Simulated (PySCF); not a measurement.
These are ωB97X-D3(BJ)/def2-TZVP // PBE0-D3(BJ)/def2-SVP in PySCF values and carry that method's errors. Isolated molecules, 0 K electronic values unless said otherwise. One relaxed conformer stands for a flexible species; it need not be the lowest. Excitations are Tamm–Dancoff values on a coarser integration grid. The basis has no diffuse functions, so Rydberg states are missing or too high.

Reference species (SMILES): `C[N](C)[Ga]([I])[I]` (C–N–Ga–I torsion 0°) (neutral, multiplicity 1).

```json
{
  "T1 excitation (TDA)": "4.54 eV",
  "HOMO–LUMO gap": "9.51 eV"
}
```

Changed species: `[I][Ga]([I])[I]` (3 of 3 N(CH3)2 replaced by I; the reference has 2 of 3 N(CH3)2 replaced by I).

### Question
Give the shifts of the T1 excitation (TDA) and HOMO–LUMO gap.

### Answer
the T1 excitation (TDA) falls by 0.19 eV, to 4.35 eV; the HOMO–LUMO gap drops by 0.12 eV, to 9.39 eV.
